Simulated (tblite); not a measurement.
C3H11ClSi3.
SMILES with atom numbers: `[SiH3:1][CH2:2][C@@H:3]1[CH2:4][Si@@H:5]([Cl:6])[SiH2:7]1` (hydrogens: H8, H9, H10 on Si1; H11, H12 on C2; H13 on C3; H14, H15 on C4; H16 on Si5; H17, H18 on Si7)

Computed with GFN2-xTB (tblite), gas phase: L-BFGS steps from a force-field or distance-geometry start until the largest atomic force falls under 0.01 eV/Å.

The end geometry, which sets the zero of energy:
```
atom  x, y, z in Å
Si1     2.7180    0.3472   -0.0292
C2      1.2339   -0.4466   -0.9094
C3     -0.0754   -0.3453   -0.1362
C4     -1.2391   -1.1263   -0.8108
Si5    -2.7093    0.0848   -0.5292
Cl6    -3.9734   -0.5407    0.9397
Si7    -0.8829    1.4038    0.0568
H8      2.9408   -0.3173    1.2576
H9      3.9096    0.1926   -0.8672
H10     2.4554    1.7707    0.1989
H11     1.1032    0.0091   -1.8946
H12     1.4575   -1.5033   -1.0909
H13     0.0884   -0.7718    0.8594
H14    -1.3459   -2.1351   -0.4121
H15    -1.0360   -1.2372   -1.8774
H16    -3.5759    0.2454   -1.7023
H17    -0.4212    2.3543   -0.9621
H18    -0.6564    2.0222    1.3677
```

**Question.** These geometries come from the run, each turned onto the end geometry. Order them by energy, lowest first.
A.
```
atom  x, y, z in Å
Si1     2.7052    0.3843   -0.0551
C2      1.2309   -0.4452   -0.9225
C3     -0.0748   -0.3792   -0.1425
C4     -1.2383   -1.1201   -0.8589
Si5    -2.7024    0.0765   -0.5005
Cl6    -3.9361   -0.6063    0.9710
Si7    -0.8770    1.3585    0.1372
H8      2.7013    0.0427    1.3703
H9      3.9581   -0.0875   -0.6525
H10     2.6014    1.8394   -0.2083
H11     1.0778    0.0153   -1.9011
H12     1.4715   -1.4955   -1.1187
H13     0.0931   -0.8645    0.8225
H14    -1.3352   -2.1521   -0.5205
H15    -1.0435   -1.1586   -1.9327
H16    -3.5910    0.2975   -1.6436
H17    -0.3676    2.3241   -0.8382
H18    -0.6821    1.9770    1.4529
```
B.
```
atom  x, y, z in Å
Si1     2.6694    0.3567   -0.0649
C2      1.2077   -0.4519   -0.9302
C3     -0.0293   -0.4128   -0.0591
C4     -1.1670   -1.1013   -0.8478
Si5    -2.6547    0.0222   -0.4680
Cl6    -3.8130   -0.5451    1.1121
Si7    -0.8602    1.2915    0.0707
H8      2.6014    0.0501    1.3696
H9      3.9057   -0.0956   -0.6915
H10     2.5705    1.8110   -0.2398
H11     1.0083    0.0593   -1.8887
H12     1.4506   -1.4982   -1.1470
H13     0.1096   -0.8824    0.9304
H14    -1.3244   -2.1210   -0.5441
H15    -0.9289   -1.0316   -1.9164
H16    -3.3341    0.5316   -1.6403
H17    -0.4685    2.1965   -0.9897
H18    -0.9517    1.8275    1.4035
```
C.
```
atom  x, y, z in Å
Si1     2.7177    0.3551   -0.0440
C2      1.2420   -0.4538   -0.9227
C3     -0.0671   -0.3465   -0.1487
C4     -1.2364   -1.1154   -0.8237
Si5    -2.7091    0.0811   -0.5062
Cl6    -3.9777   -0.5832    0.9402
Si7    -0.8784    1.3944    0.0898
H8      2.8219   -0.1783    1.3168
H9      3.9530    0.0702   -0.7788
H10     2.5005    1.8023    0.0147
H11     1.1141   -0.0157   -1.9160
H12     1.4665   -1.5130   -1.0857
H13     0.0954   -0.7906    0.8387
H14    -1.3305   -2.1358   -0.4523
H15    -1.0478   -1.1920   -1.8948
H16    -3.5776    0.2675   -1.6753
H17    -0.4472    2.3799   -0.9087
H18    -0.6480    1.9803    1.4154
```
D.
```
atom  x, y, z in Å
Si1     2.7027    0.3810   -0.0582
C2      1.2266   -0.4606   -0.9074
C3     -0.0704   -0.3908   -0.1096
C4     -1.2301   -1.1364   -0.8308
Si5    -2.6762    0.0841   -0.4746
Cl6    -3.8406   -0.5697    1.0561
Si7    -0.8803    1.3606    0.1205
H8      2.6340    0.0461    1.3663
H9      3.9370   -0.1028   -0.6789
H10     2.5755    1.8361   -0.2318
H11     1.0338    0.0244   -1.8608
H12     1.4605   -1.5045   -1.1617
H13     0.1203   -0.8675    0.8497
H14    -1.2921   -2.2063   -0.5806
H15    -0.9834   -1.1080   -1.8938
H16    -3.4451    0.4561   -1.6668
H17    -0.4196    2.2443   -0.9659
H18    -0.8611    1.9205    1.4871
```
E.
```
atom  x, y, z in Å
Si1     2.7103    0.3753   -0.0480
C2      1.2419   -0.4532   -0.9237
C3     -0.0696   -0.3622   -0.1538
C4     -1.2382   -1.1182   -0.8480
Si5    -2.7061    0.0779   -0.5025
Cl6    -3.9573   -0.5925    0.9574
Si7    -0.8751    1.3795    0.1111
H8      2.7429   -0.0476    1.3540
H9      3.9552   -0.0329   -0.7031
H10     2.5674    1.8320   -0.1170
H11     1.1058   -0.0113   -1.9139
H12     1.4785   -1.5086   -1.0958
H13     0.0938   -0.8167    0.8296
H14    -1.3403   -2.1422   -0.4899
H15    -1.0485   -1.1871   -1.9207
H16    -3.5848    0.2797   -1.6598
H17    -0.4506    2.3931   -0.8629
H18    -0.6342    1.9415    1.4458
```

**Answer.** C (0.004 eV), E (0.008 eV), A (0.018 eV), D (0.166 eV), B (0.484 eV).

In the order of the answer:

```
step  E above end (eV)  largest force (eV/Å)  rms force component (eV/Å)  rms distance from end (Å)  rms bond change (Å)  bond most changed (Å)
  56             0.004                  0.06                       0.017                      0.081                0.001         Si5–Si7 +0.003
  47             0.008                  0.04                       0.012                      0.144                0.001          C3–Si7 +0.001
  16             0.018                  0.11                       0.034                      0.184                0.002         Si5–Si7 -0.008
   6             0.166                  0.42                       0.149                      0.215                0.012         Si5–Si7 -0.046
   1             0.484                  0.86                       0.298                      0.246                0.022         Si5–Si7 -0.065
```

The cost below is that of the whole relaxation. Time: 0.85 s. Hardware: one thread, Arm Neoverse V1 (aarch64), shared host.
